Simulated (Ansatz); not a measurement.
Geometry optimisation, RKS PBE0/def2-SVP (Ansatz).

Input:

```yaml
crystal:
  periodic: [false, false, false]
  atoms:
    - { symbol: C, position_ang: [-0.398, -0.8865, 1.5841] }
    - { symbol: B, position_ang: [0.2175, -0.6328, 0.1433] }
    - { symbol: S, position_ang: [1.8742, -1.3889, -0.2319] }
    - { symbol: C, position_ang: [-0.4446, 0.2287, -0.9926] }
    - { symbol: "N", position_ang: [0.2931, 1.3672, -1.3751] }
    - { symbol: F, position_ang: [-1.7638, 0.6506, -0.5477] }
    - { symbol: H, position_ang: [0.246, -1.4497, 2.2207] }
    - { symbol: H, position_ang: [-1.3794, -1.3472, 1.4473] }
    - { symbol: H, position_ang: [-0.6098, 0.1616, 2.0945] }
    - { symbol: H, position_ang: [2.5804, -0.24, 0.2627] }
    - { symbol: H, position_ang: [0.97235, 0.65162, -1.70399] }
    - { symbol: H, position_ang: [-0.153, 1.8512, -2.1524] }
    - { symbol: H, position_ang: [0.2235, 2.0864, -0.5824] }
basis:
  gaussian: { orbitals: def2-SVP }
hamiltonian:
  xc: pbe0
relax:
  f_tol: 0.02
  max_steps: 50
```

Command:

```bash
$ ansatz run input.yaml --threads 2 --pin off --max-ram 3072MiB --backend cpu --events-out ev --progress --plain --runs-dir out
```

Question: Where does it end, and by what steps?

Answer: The forces met the threshold. After 14 steps the energy has fallen by 2.379 eV; H9 moved furthest, 1.06 Å.

```csv
step,energy less start (eV),largest force component (eV/Å),accepted
0,0.0000,3.788,yes
1,-1.1428,2.471,yes
2,-1.8278,1.488,yes
3,-2.0682,0.955,yes
4,-2.2306,0.523,yes
5,-2.2854,0.795,yes
6,-2.3164,0.162,yes
7,-2.3232,0.207,yes
8,-2.3276,0.316,yes
9,-2.3505,0.228,yes
10,-2.3666,0.309,yes
11,-2.3769,0.130,yes
12,-2.3771,0.161,yes
13,-2.3786,0.130,yes
14,-2.3790,0.015,yes
```

```xyz
13
Properties=species:S:1:pos:R:3
C -0.463 -1.050 1.624
B 0.116 -0.364 0.326
S 1.686 -1.049 -0.527
C -0.450 0.758 -0.393
N 0.239 1.342 -1.544
F -1.580 1.474 -0.175
H 0.267 -1.025 2.452
H -0.696 -2.113 1.447
H -1.381 -0.553 1.975
H 2.590 -0.725 0.426
H 1.116 0.754 -1.587
H -0.268 1.268 -2.438
H 0.484 2.335 -1.419
```

Whether the end is a true minimum wasn't checked by a vibrational analysis.

Run time: 38 s on 2 threads of Intel(R) Xeon(R) Platinum 8559C (Emerald Rapids) (shared host), peak memory 0.33 GiB.
